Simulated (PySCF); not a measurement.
Al(Br)(Me)(NH2) (CH5AlBrN), SMILES [Br][Al]([NH2])[CH3].

The structure is a stationary point at TPSSh-D3(BJ)/def2-SVP. The structure was generated by enumeration; whether it is a known compound was not checked. Other conformers were not sampled.

Two levels are set side by side: TDDFT-PBE/def2-SVPD (PySCF) and TDDFT-PBE0/def2-SVPD (PySCF). Vertical, same geometry. The lowest singlet is HOMO→LUMO 99 % with PBE and HOMO→LUMO 98 % with the other functional; states are paired by order. Differences are taken from unrounded values.

| quantity | TDDFT-PBE |
|---|---|
| lowest singlet excitation (eV) | 5.17 |
| lowest triplet excitation (TDA) (eV) | 4.91 |
| first bright state (f over 0.05) (eV) | 6.01 |
| its oscillator strength | 0.13 |

Q: These are the TDDFT-PBE values. What does TDDFT-PBE0 give? (An estimate is asked for; the answer gives what the named calculation found.)

A: 
```tsv
quantity	TDDFT-PBE0	TDDFT-PBE minus TDDFT-PBE0
lowest singlet excitation (eV)	5.89	-0.72
lowest triplet excitation (TDA) (eV)	5.51	-0.61
first bright state (f over 0.05) (eV)	6.66	-0.65
its oscillator strength	0.17	-0.04
```

Functionals without exact exchange tend to place singlet excitations lower, as here. Differences between two approximate levels are no errors against the true value.

Rough cost on one machine, each run with all the roots and properties that it gave: TDDFT-PBE0 against TDDFT-PBE about 4 times.
